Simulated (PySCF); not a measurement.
C4H8Ge. Atoms are numbered in the order given.

```xyz
13

Ge     0.0000     0.0000     0.5054
C     -1.5252     0.4744    -0.6002
C     -2.6892    -0.1890    -0.5757
C      1.5252    -0.4744    -0.6002
C      2.6892     0.1890    -0.5757
H     -0.4290    -1.1879     1.3871
H      0.4290     1.1879     1.3871
H     -1.4154     1.3232    -1.2899
H     -3.5325     0.0923    -1.2191
H     -2.8547    -1.0445     0.0911
H      1.4154    -1.3232    -1.2899
H      3.5325    -0.0923    -1.2191
H      2.8547     1.0445     0.0911
```

Geometry: r2SCAN-D4/def2-SVP. One conformer was computed; it need not be the lowest.

Method: PBE/pcSseg-1 (PySCF).

GIAO shieldings, no solvent; atoms listed in one row are averaged. δ = σ(ref) − σ: ⁷³Ge against GeH4 (σ = 1614.4 ppm); ¹³C against TMS (σ = 182.0 ppm); ¹H against TMS (σ = 31.49 ppm), references at their B3LYP-D3(BJ)/def2-TZVP geometries, non-relativistic.

Task: Estimate the chemical shifts. (An estimate is asked for; the answer gives what the named calculation found.)

Result: 
```
nucleus     atoms  count  δ (ppm)
-------  --------  -----  -------
⁷³Ge          Ge1      1    228.5
¹³C        C2, C4      2    145.9
¹³C        C3, C5      2    143.1
¹H        H8, H11      2     6.78
¹H        H12, H9      2     6.63
¹H       H10, H13      2     6.46
¹H         H6, H7      2     4.84
```
